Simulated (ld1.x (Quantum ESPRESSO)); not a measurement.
## silver (Ag) PAW: all-electron and pseudo phase curves

ld1.x (Quantum ESPRESSO) 7.5 input, shortened:

```
&input
   title='Ag', zed=47., rel=1, dft='PZ', iswitch=3,
   config='[Kr] 4d9.5 5s0 5p0'
 /
 &inputp
   pseudotype=3, lpaw=.true., tm=.true., lloc=-2, rcloc=2.25,
   nlcc=.true., new_core_ps=.true., rcore=0.80,
   which_augfun='PSQ', rmatch_augfun_nc=.true.
 /
6
5S  1  0   0.00   0.00  1.75  2.35  0.0
5S  1  0   0.00   3.00  1.75  2.35  0.0
5P  2  1   0.00   0.00  2.40  2.95  0.0
5P  2  1   0.00   0.50  2.40  2.95  0.0
4D  3  2   9.50   0.00  1.15  1.35  0.0
4D  3  2   0.00   1.15  1.15  1.35  0.0
 &test
   configts(1)='4d9.5 5s0 5p0'
 /
```

The phase is arctan(r·u′/u) with u = r·R(r), unwrapped; energies in Ry, scanned from -4 to 5 Ry. A pole is an energy at which the radial function vanishes at the test radius. The pseudo phase is shifted by a multiple of π to meet the all-electron one at the reference energy, and phase errors are pseudo minus all-electron; the curves can meet again beyond the range given. Levels narrower than the energy grid can be missing from the lists of poles.

| channel | radius (bohr) | reference energy (Ry) | poles, all-electron | poles, pseudo | unbroken range about the reference energy with phases within 0.05 rad | phase error 1 Ry above the reference energy (rad) |
| --- | --- | --- | --- | --- | --- | --- |
| s | 3.22 | -1.19 | -0.49, 4.84 | -0.49, 4.83 | the whole range | -0.000 |
| p | 3.22 | -0.75 | 0.40 | 0.40, 4.58 | below 2.3 | -0.000 |
| d | 3.22 | -1.64 | -1.58, 2.10 | -1.58, 2.10 | below 4.5 | +0.000 |

Phases in the s channel:

```tsv
E (Ry)	all-electron	pseudo
-4.00	1.377	1.377
-3.52	1.355	1.355
-3.04	1.322	1.322
-2.56	1.267	1.266
-2.08	1.146	1.146
-1.60	0.644	0.644
-1.12	-1.149	-1.149
-0.64	-1.522	-1.522
-0.16	-1.645	-1.646
0.32	-1.734	-1.734
0.80	-1.842	-1.843
1.28	-2.056	-2.058
1.76	-2.822	-2.825
2.24	-4.082	-4.083
2.72	-4.432	-4.432
3.20	-4.558	-4.558
3.68	-4.624	-4.624
4.16	-4.667	-4.668
4.64	-4.700	-4.701
```
